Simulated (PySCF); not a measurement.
# Two-component Hartree-Fock for Tl²⁺ (thallium, charge +2)

Start: [Xe] 4f14 5d9 6s2; 5d3/2 filled at m_j = -3/2, -1/2, +1/2, +3/2; 5d5/2 filled at m_j = -3/2, -1/2, +1/2, +3/2, +5/2. Calculated with PySCF 2.14 in x2c-SVPall-2c with one added diffuse shell each of s, p type (8s12p7d2f, 93 functions): generalised Hartree-Fock with the X2C-1e Hamiltonian and a Gaussian nucleus; one run each with spin-orbit coupling (SO) switched off, then screened by Boettger's factors. This is a chosen level, not necessarily the ground level.

```json
{"spinor shell": "1s1/2", "electrons": "2", "ε, spin-free (eV)": "-86038.5", "ε, screened SO (eV)": "-86002.2", "weight of nominal j (screened SO)": "1.000", "rms radius, screened SO (bohr)": "0.0184"}
{"spinor shell": "2s1/2", "electrons": "2", "ε, spin-free (eV)": "-15499.4", "ε, screened SO (eV)": "-15487.8", "weight of nominal j (screened SO)": "1.000", "rms radius, screened SO (bohr)": "0.0743"}
{"spinor shell": "2p1/2", "electrons": "2", "ε, spin-free (eV)": "-13352.5", "ε, screened SO (eV)": "-14845.0", "weight of nominal j (screened SO)": "1.000", "rms radius, screened SO (bohr)": "0.0628"}
{"spinor shell": "2p3/2", "electrons": "4", "ε, spin-free (eV)": "-13352.5", "ε, screened SO (eV)": "-12773.3", "weight of nominal j (screened SO)": "1.000", "rms radius, screened SO (bohr)": "0.0710"}
{"spinor shell": "3s1/2", "electrons": "2", "ε, spin-free (eV)": "-3792.8", "ε, screened SO (eV)": "-3788.8", "weight of nominal j (screened SO)": "1.000", "rms radius, screened SO (bohr)": "0.189"}
{"spinor shell": "3p1/2", "electrons": "2", "ε, spin-free (eV)": "-3165.2", "ε, screened SO (eV)": "-3499.8", "weight of nominal j (screened SO)": "1.000", "rms radius, screened SO (bohr)": "0.181"}
{"spinor shell": "3p3/2", "electrons": "4", "ε, spin-free (eV)": "-3165.2", "ε, screened SO (eV)": "-3032.3", "weight of nominal j (screened SO)": "1.000", "rms radius, screened SO (bohr)": "0.197"}
{"spinor shell": "3d3/2", "electrons": "4", "ε, spin-free (eV)": "-2502.7", "ε, screened SO (eV)": "-2559.9", "weight of nominal j (screened SO)": "1.000", "rms radius, screened SO (bohr)": "0.174"}
{"spinor shell": "3d5/2", "electrons": "6", "ε, spin-free (eV)": "-2502.7", "ε, screened SO (eV)": "-2461.1", "weight of nominal j (screened SO)": "1.000", "rms radius, screened SO (bohr)": "0.178"}
{"spinor shell": "4s1/2", "electrons": "2", "ε, spin-free (eV)": "-905.35", "ε, screened SO (eV)": "-904.07", "weight of nominal j (screened SO)": "1.000", "rms radius, screened SO (bohr)": "0.416"}
{"spinor shell": "4p1/2", "electrons": "2", "ε, spin-free (eV)": "-695.89", "ε, screened SO (eV)": "-778.15", "weight of nominal j (screened SO)": "1.000", "rms radius, screened SO (bohr)": "0.420"}
{"spinor shell": "4p3/2", "electrons": "4", "ε, spin-free (eV)": "-695.89", "ε, screened SO (eV)": "-662.88", "weight of nominal j (screened SO)": "1.000", "rms radius, screened SO (bohr)": "0.454"}
{"spinor shell": "4d3/2", "electrons": "4", "ε, spin-free (eV)": "-444.44", "ε, screened SO (eV)": "-456.69", "weight of nominal j (screened SO)": "1.000", "rms radius, screened SO (bohr)": "0.468"}
{"spinor shell": "4d5/2", "electrons": "6", "ε, spin-free (eV)": "-444.44", "ε, screened SO (eV)": "-435.08", "weight of nominal j (screened SO)": "1.000", "rms radius, screened SO (bohr)": "0.474"}
{"spinor shell": "5s1/2", "electrons": "2", "ε, spin-free (eV)": "-176.53", "ε, screened SO (eV)": "-176.30", "weight of nominal j (screened SO)": "1.000", "rms radius, screened SO (bohr)": "0.938"}
{"spinor shell": "4f5/2", "electrons": "6", "ε, spin-free (eV)": "-164.71", "ε, screened SO (eV)": "-166.66", "weight of nominal j (screened SO)": "0.999", "rms radius, screened SO (bohr)": "0.512"}
{"spinor shell": "4f7/2", "electrons": "8", "ε, spin-free (eV)": "-164.71", "ε, screened SO (eV)": "-162.14", "weight of nominal j (screened SO)": "0.999", "rms radius, screened SO (bohr)": "0.513"}
{"spinor shell": "5p1/2", "electrons": "2", "ε, spin-free (eV)": "-116.11", "ε, screened SO (eV)": "-131.88", "weight of nominal j (screened SO)": "0.999", "rms radius, screened SO (bohr)": "1.01"}
{"spinor shell": "5p3/2", "electrons": "4", "ε, spin-free (eV)": "-116.11", "ε, screened SO (eV)": "-109.79", "weight of nominal j (screened SO)": "0.999", "rms radius, screened SO (bohr)": "1.10"}
{"spinor shell": "5d3/2", "electrons": "4", "ε, spin-free (eV)": "-44.783", "ε, screened SO (eV)": "-46.160", "weight of nominal j (screened SO)": "0.969", "rms radius, screened SO (bohr)": "1.42"}
{"spinor shell": "5d5/2", "electrons": "5", "ε, spin-free (eV)": "-44.783", "ε, screened SO (eV)": "-43.678", "weight of nominal j (screened SO)": "0.975", "rms radius, screened SO (bohr)": "1.44"}
{"spinor shell": "6s1/2", "electrons": "2", "ε, spin-free (eV)": "-29.591", "ε, screened SO (eV)": "-29.596", "weight of nominal j (screened SO)": "1.000", "rms radius, screened SO (bohr)": "2.42"}
```

| quantity | spin-free | screened SO |
| --- | --- | --- |
| E (hartree) | -20227.89333 | -20262.61330 |
| M_J | 5/2 | 5/2 |
| ⟨J²⟩ | 8.754 | 8.754 |
| ⟨L²⟩ | 6.003 | 6.180 |
| ⟨S²⟩ | 0.751 | 0.928 |

Each row is a mean over spinors that exchange with the open shell spreads, by up to 5.228 eV (5p3/2).

Breit and QED terms are absent; they matter most for the inner s and p1/2 levels.

Densities and radii are taken from the X2C orbitals without a picture-change correction, which distorts them close to the nucleus.

Without spin-orbit coupling the j labels of p, d and f shells carry no meaning; the spin-free column gives the mean over the occupied spinors of each nl shell.
